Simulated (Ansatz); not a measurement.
MnHg7Te7Br2. Total charge 0; sextet. Geometry r2SCAN-D4/def2-SVP.

Cartesian coordinates in Å:
```
Br -5.2894 2.3969 0.9135
Br -1.5936 -3.5728 -1.8104
Hg 3.0972 0.2682 1.2947
Hg 3.1734 -0.2185 -2.6024
Hg -0.0344 -1.0985 2.5789
Hg -2.2129 -1.2962 -0.4031
Hg -2.9493 1.5587 1.4199
Hg 0.1261 -1.7164 -3.2303
Hg 0.7080 2.1660 2.7652
Mn 0.5571 0.9015 -0.6601
Te 1.3771 -1.7369 0.2190
Te -2.8156 -1.1543 2.3327
Te 2.6223 -2.3404 -4.1251
Te -1.4645 0.4579 -2.4741
Te 2.1683 0.3101 4.0659
Te -0.6903 3.0961 0.6958
Te 3.2205 1.9786 -0.9802
```

In the def2 sets Hg, Te take a core potential; there is no spin–orbit coupling. B3LYP takes the VWN-RPA correlation. Single mean-field runs in def2-SVP, def2-mTZVP are fitted with def2-universal-jkfit. Another isomer (sextet) lies 0.05 eV lower at PBE0-D4/def2-SVP; other spin states weren't run for this one.

Task: Estimate the α-spin orbital energies around the gap (eV) in Ansatz with PBE-D4/def2-SVP, r2SCAN-D4/def2-SVP, r2SCAN-D4/def2-mTZVP, B3LYP-D4/def2-SVP, PBE0-D4/def2-SVP.

Result: 
```tsv
orbital	PBE-D4/def2-SVP	r2SCAN-D4/def2-SVP	r2SCAN-D4/def2-mTZVP	B3LYP-D4/def2-SVP	PBE0-D4/def2-SVP
HOMO−5	-6.06	-6.39	-6.32	-6.76	-7.06
HOMO−4	-5.93	-6.26	-6.25	-6.70	-7.01
HOMO−3	-5.84	-6.16	-6.13	-6.55	-6.83
HOMO−2	-5.71	-6.03	-5.96	-6.40	-6.68
HOMO−1	-5.48	-5.87	-5.79	-6.30	-6.61
HOMO	-5.44	-5.71	-5.65	-6.11	-6.37
LUMO	-4.05	-4.15	-4.06	-3.67	-3.60
LUMO+1	-3.82	-3.86	-3.77	-3.42	-3.32
LUMO+2	-3.70	-3.76	-3.68	-3.27	-3.17
LUMO+3	-3.44	-3.46	-3.38	-2.94	-2.82
LUMO+4	-3.36	-3.38	-3.31	-2.88	-2.77
LUMO+5	-3.16	-3.17	-3.08	-2.65	-2.54
β HOMO	-5.44	-5.71	-5.65	-6.10	-6.37
β LUMO	-4.17	-4.20	-4.11	-3.72	-3.63
```
